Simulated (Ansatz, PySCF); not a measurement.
System: C3H9Ge, net charge -1, singlet state. SMILES: [CH2-][GeH]([CH3])[CH3]
Geometry: optimised at B3LYP-D3(BJ)/def2-TZVP (Ansatz, an electronic-structure program).

Unscaled harmonic wavenumbers (cm⁻¹) in rising order, each level at the stationary point that it reaches from this structure (no distance between atoms moves by over 0.3 Å); the order of modes can differ between levels, and a negative number is imaginary. B3LYP-D3(BJ)/def2-TZVP (PySCF, at the structure above): 117, 146, 163, 179, 190, 233, 481, 507, 537, 580, 632, 682, 714, 806, 817, 831, 877, 1196, 1219, 1371, 1456, 1458, 1463, 1470, 1926, 2980, 2984, 3007, 3046, 3054, 3072, 3072, 3094.

HF/3-21G (Ansatz): 116, 129, 159, 213, 234, 284, 373, 558, 590, 594, 689, 781, 793, 887, 894, 909, 954, 1389, 1407, 1517, 1631, 1634, 1637, 1644, 1883, 3131, 3151, 3190, 3204, 3205, 3216, 3232, 3291. Zero-point energy 67.9 against 63.4 kcal/mol; where all levels lie over 400 cm⁻¹, the wavenumbers are on average 1.087 times those of B3LYP-D3(BJ)/def2-TZVP.

HF/6-31G* with LANL2DZ past Ar (Ansatz): 128, 158, 182, 205, 221, 277, 521, 536, 564, 619, 698, 735, 787, 892, 905, 932, 974, 1373, 1391, 1536, 1609, 1612, 1616, 1622, 1969, 3132, 3149, 3169, 3182, 3210, 3221, 3225, 3254. Zero-point energy 68.0 against 63.4 kcal/mol; where all levels lie over 400 cm⁻¹, the wavenumbers are on average 1.083 times those of B3LYP-D3(BJ)/def2-TZVP.

B3LYP/6-31G* with LANL2DZ past Ar (Ansatz): 114, 147, 178, 189, 199, 270, 470, 508, 526, 579, 648, 693, 728, 828, 832, 863, 908, 1247, 1270, 1422, 1496, 1499, 1503, 1512, 1879, 2984, 2991, 3018, 3044, 3065, 3081, 3083, 3112. Zero-point energy 64.2 against 63.4 kcal/mol; where all levels lie over 400 cm⁻¹, the wavenumbers are on average 1.015 times those of B3LYP-D3(BJ)/def2-TZVP.
